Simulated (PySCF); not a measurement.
# Computed properties of Si(F)2(H)(NHMe) (CH5F2NSi), SMILES CN[SiH](F)F

CH5F2NSi, SMILES CN[SiH](F)F. The structure is a stationary point at PBE0-D3(BJ)/def2-SVP. This is a generated structure with no PubChem entry under its InChIKey; it may be hypothetical. One conformer was computed; it need not be the lowest. All values are computed for the isolated molecule unless a solvent is named; none is compared with measurement here.

**Structure.** All 24 harmonic modes at PBE0-D3(BJ)/def2-SVP (PySCF) are real, so it is a minimum. With heavy atoms numbered as in [SiH:1]([F:2])([F:3])[NH:4][CH3:5], the shortest bond between them is N4–C5 at 1.445 Å and the longest Si1–N4 at 1.694 Å.

**Vibrations.** The strongest infrared lines (harmonic, unscaled, degenerate partners summed) lie at 931 cm⁻¹ (249 km/mol, Si 46 %, F 29 %, H 18 %), 961 cm⁻¹ (221 km/mol, Si 48 %, F 40 %, H 12 %), 459 cm⁻¹ (128 km/mol, H 67 %, N 20 %, F 8 %). The softest mode is at 51 cm⁻¹ and the zero-point energy is 43.9 kcal/mol.

**Electronic structure.** CAM-B3LYP/def2-TZVP (PySCF) places the frontier levels at -9.00 and 1.56 eV, a gap of 10.56 eV, and gives a dipole moment of 2.82 D and a mean polarisability of 41.9 bohr³. PBE/def2-TZVP (PySCF) at the same geometry gives -6.12 and -0.14 eV, so its gap is 4.58 eV narrower. An orbital gap is neither the optical nor the fundamental gap.

**Excitations.** TDA-B3LYP/def2-SVPD (PySCF) has S1 at 6.43 eV (193 nm, f = 0.001, dark); the most intense of the 10 singlets computed lies at 8.73 eV (f = 0.07). T1 (TDA) is at 6.18 eV, 0.25 eV under S1. TDA-PBE/def2-SVPD (PySCF) puts S1 at 5.94 eV. No vertical singlet excitation falls in the visible range (under 3.1 eV).

**NMR.** GIAO shifts at B3LYP/pcSseg-1 (PySCF) (non-relativistic, atoms alike by connectivity averaged): ¹³C at 29.7 ppm against TMS; ¹H from 1.1 to 4.6 ppm against TMS; ²⁹Si at -44.8 ppm against TMS; ¹⁹F at -155.1 ppm against CFCl3.
